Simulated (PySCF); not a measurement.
A structure optimised at PBE-D3(BJ)/def2-SVP, used in a PySCF frequency run:

```
N
C 1 1.4400
H 2 1.1097 1 110.11
H 2 1.1097 3 107.35 1 119.86
H 2 1.1255 3 107.72 4 115.76
C 1 1.4777 2 119.09 3 -65.79
H 6 1.1134 1 115.65 2 100.93
H 6 1.1226 7 108.12 1 128.68
C 1 1.4777 2 119.09 3 -176.03
H 9 1.1134 1 115.65 2 -100.93
H 9 1.1226 10 108.12 1 -128.68
C 9 1.5184 10 118.23 11 -128.43
C 12 1.3372 9 135.72 10 45.39
H 13 1.1014 12 121.25 9 2.22
H 13 1.1014 14 117.50 12 179.99
```
Charge 0, spin multiplicity 1.

Write its SMILES, formula and point group.

C=C1CN(C)C1, C5H9N, Cs

What are its rotational constants (standard atomic weights)?

10.159, 2.4444, 2.0945 GHz
